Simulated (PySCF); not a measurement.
Coordinates in bohr (charge 0 multiplicity 1):
```
Se    0.0000    0.0000    0.2685
O     2.6535    0.0000    1.6040
O    -2.6535    0.0000    1.6040
F     0.0000    2.3363   -1.9167
F     0.0000   -2.3363   -1.9167
```

These are results of PBE0/[Se def2-TZVP, O def2-TZVP, F def2-TZVP], no relativity, density fitting, PySCF, not measurements.

This geometry of SeO2F2 is a stationary point at this level.

Problem. What is the point group?

Solution. C2v.

Problem. Is it a minimum?

Solution. Yes: all harmonic wavenumbers are real.

Problem. List the harmonic modes with their infrared intensities.

Solution. 
| symmetry | ω (cm⁻¹) | IR (km/mol) |
| --- | --- | --- |
| a2 | 273 | 0.0 |
| a1 | 277 | 0.1 |
| b1 | 345 | 36.0 |
| a1 | 362 | 37.8 |
| b2 | 366 | 32.6 |
| b1 | 722 | 124 |
| a1 | 727 | 98.5 |
| a1 | 1028 | 50.9 |
| b2 | 1117 | 108 |

Problem. Give the ideal-gas entropy at 298.15 K and 1 bar by parts.

Solution. translation 171.3, rotation 102.8, vibration 30.3, spin 0.0; total 304.4 J/(mol K).

Problem. What is the atomisation energy, with and without zero-point energy?

Solution. 1372 kJ/mol without, 1341 kJ/mol with.

In C2v the vibrations span a2 + 4a1 + 2b1 + 2b2. The a2 mode carries no infrared intensity, as symmetry demands.

This need not be the most stable arrangement of these atoms.
